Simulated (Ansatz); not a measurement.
Reaction (formal exchange of groups at the Si–Br bond): `BO[SiH2]Br` + `[F][GeH3]` → `BO[SiH2][GeH2][F]` + HBr

Isolated molecules relaxed with PBE0-D4/def2-TZVP in Ansatz; ΔE leaves out vibrations. CCSD(T)/CBS is the MP2 limit (def2-TZVPP, def2-QZVPP) plus CCSD(T) − MP2 in def2-TZVPP, frozen cores. Functionals use def2-TZVPP. For Br, Ge outer-core shells are correlated without core-valence functions, which leaves a few kJ/mol of doubt a bond. Scalar relativity is left out up to krypton. Each species was taken in one conformer, which may not be the lowest.

CCSD(T)/CBS gives +23.0 kcal/mol.

(1) Another level gave +22.9 kcal/mol. Which?
A. MP2/def2-TZVPP
B. PBE/def2-TZVPP
C. B2PLYP/def2-TZVPP
D. HF/def2-TZVPP

Largest T1 diagnostic among the species: 0.013.

## Answers

(1) C. B2PLYP 22.9, HF/def2-TZVPP 26.4, PBE 19.7, MP2/def2-TZVPP 24.5 kcal/mol.

From PBE to PBE0 (25 % exact exchange), in def2-TZVPP and without D4, ΔE moves by +1.7 kcal/mol. In def2-TZVPP, CCSD(T) changes the Hartree–Fock value by −4.2 kcal/mol (the triples alone add −0.3 kcal/mol) and MP2 by −1.9 kcal/mol.
